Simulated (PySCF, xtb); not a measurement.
AlClFHS, SMILES [F][Al]([Cl])[SH].

GFN2-xTB (xtb) at its own geometry gives an orbital gap of 3.64 eV and a dipole moment of 0.24 D.

Coordinates come from a B3LYP-D3(BJ)/def2-SVP optimisation. One conformer was computed; it need not be the lowest.

Question: What does B3LYP/def2-TZVPD run with PySCF give? (The exact figures need the calculation; the answer reports its results.)

Answer: gap 6.42 eV (levels -8.08 and -1.65 eV), dipole 1.04 D.
